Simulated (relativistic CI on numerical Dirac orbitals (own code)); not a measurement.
## Slater and spin-orbit integrals, Rb14+

Computed by Dirac-Coulomb-Breit CI, orbitals from a KLI potential per configuration, QED by a radiative potential, unscaled Slater integrals (own radial code, finite nucleus).

Slater integrals F^k, G^k are unscaled and averaged over j, outside the closed core [Ne]; ζ comes from projecting the Hamiltonian with its Breit term on Σ l·s of the shell.

- 3s2.3p6.3d5: F^2(3d,3d) = 221290, F^4(3d,3d) = 141520, ζ(3d) = 5996.7 cm⁻¹; <r>(3d) = 0.4511, <r^2>(3d) = 0.2401 (bohr units).
- 3s2.3p5.3d6: ζ(3p) = 56485, F^2(3d,3d) = 220620, F^4(3d,3d) = 141070, F^2(3p,3d) = 205490, G^1(3p,3d) = 236440, G^3(3p,3d) = 152110, ζ(3d) = 5873.2 cm⁻¹; <r>(3p) = 0.48, <r^2>(3p) = 0.2665, <r>(3d) = 0.4522, <r^2>(3d) = 0.2414 (bohr units).
- 3s2.3p4.3d7: F^2(3p,3p) = 207730, ζ(3p) = 56480, F^2(3d,3d) = 219930, F^4(3d,3d) = 140600, F^2(3p,3d) = 205120, G^1(3p,3d) = 236290, G^3(3p,3d) = 151920, ζ(3d) = 5752.1 cm⁻¹; <r>(3p) = 0.4807, <r^2>(3p) = 0.2673, <r>(3d) = 0.4535, <r^2>(3d) = 0.2428 (bohr units).

Give the Racah parameters of the d shell in 3s2.3p6.3d5.

B = F²/49 − 5F⁴/441 = 2912 cm⁻¹ and C = 35F⁴/441 = 11231 cm⁻¹.

Averages of the first 10 configurations, taken without configuration mixing, which lowers the lowest level and can move excited configurations by several eV; other configurations of the list can lie among them:

```
  Configuration  Parity  States  Average energy above the lowest level (eV)
    3s2.3p6.3d5    even     252                                        19.1
    3s2.3p5.3d6     odd    1260                                       143.6
    3s2.3p4.3d7    even    1800                                       270.9
     3s.3p6.3d6    even     420                                       226.8
        3p6.3d7    even     120                                       438.4
 3s2.3p6.3d4.4s    even     420                                       212.7
 3s2.3p6.3d4.4p     odd    1260                                       239.2
     3s.3p5.3d7     odd    1440                                       350.0
 3s2.3p6.3d4.4d    even    2100                                       279.6
3s2.3p6.3d3.4s2    even     120                                       421.6
```
